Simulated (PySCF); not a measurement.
# Ionisation energy along the 3-electron series

Calculated with PySCF 2.14 and a two-component X2C-1e Hamiltonian (Gaussian nucleus, no Breit or QED terms), each ion in its own even-tempered basis scaled to its charge; GMP2 freezes nothing and drops the highest virtual spinors. Values in eV. NIST values: (m) measured, (s) semi-empirical, (t) theoretical.

| ion | configuration | GHF (screened spin-orbit) | GMP2 (screened spin-orbit) | NIST |
| --- | --- | --- | --- | --- |
| Zn²⁷⁺ | [He] 2s1 | 2783.0 | 2783.2 | 2782.0 (t) |
| Ga²⁸⁺ | [He] 2s1 | 2985.5 | 2985.7 | 2984.4 (t) |
| Ge²⁹⁺ | [He] 2s1 | 3195.6 | 3195.7 | 3194.3 (t) |
| As³⁰⁺ | [He] 2s1 | 3413.1 | 3413.3 | 3411.6 (t) |

Between Z = 30 and Z = 33 the GMP2 (screened spin-orbit) value grows as Z to the power 2.14.
